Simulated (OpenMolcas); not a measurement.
**Levels of Se2+ by method**

| Quantity | Value |
| --- | --- |
| Program | OpenMolcas |
| Basis | ANO-RCC-VDZP [5s4p2d] |
| Scalar Hamiltonian | DKH2, point nucleus |
| Active space | 2 electrons in 3 orbitals (4p) |
| State averaging | 2S+1 = 3 even, 3 roots; 2S+1 = 1 even, 6 roots |
| Spin-orbit coupling | state interaction with AMFI integrals over the reference wave functions, term energies averaged over their components |

Methods on the same reference wave functions:
A. CASSCF
B. SS-CASPT2, IPEA 0.25 Eh, imaginary shift 0.1 Eh (closed shells correlated: 3d 4s)

Energies in cm-1 above 4s2 4p2 3P0, the measured ground level; measured values from Moore, Atomic Energy Levels, vol. II, NSRDS-NBS 35 (1971 reprint of NBS Circular 467, 1952).

```tsv
Level	A	B	Measured
4s2 4p2 3P0	0.0	0.0	0.0
4s2 4p2 3P1	1421	1462	1741
4s2 4p2 3P2	3457	3470	3937
4s2 4p2 1D2	15252	14200	13032
4s2 4p2 1S0	33930	29940
```

Deviations, from unrounded energies. A percentage is the sum of absolute deviations over the sum of measured energies, with the sign that they share, or ± where signs differ.

```tsv
Against measurement	Levels	A	B
mean absolute deviation (cm-1)	3	1000	640
fine structure of the ground term (%)	2	-14.1	-13.1
other terms of the ground configuration (%)	1	+17.0	+8.9
```

B lies closest to measurement on these levels. The largest miss of B in the table is 4s2 4p2 1D2, by +1200 cm-1. The ranking rests on the paired levels alone, and a cruder setting can come out closer through cancelling errors.

From A to B the spin-free energies of the other terms of 4s2 4p2 shown, above 3P, scale by factors of 0.87 to 0.91.

The lowest spin-free term lies below A's lowest term by 0.055 hartree in B.

CASPT2 does not keep the components of a term degenerate, so their means are used; among the terms shown or strongly mixed into the levels shown the widest spread is 110 cm-1 (4s2 4p2 1D, B). With the s shell closed, the reference lacks s² → p² mixing. Measured partners are found by configuration, term and J. A level has none where our copy of the source lacks it or the pairing is in doubt (some pairs that miss far off the trend of their configuration count as doubtful), and it then counts in no deviation. Levels of configurations outside the active space are missing.
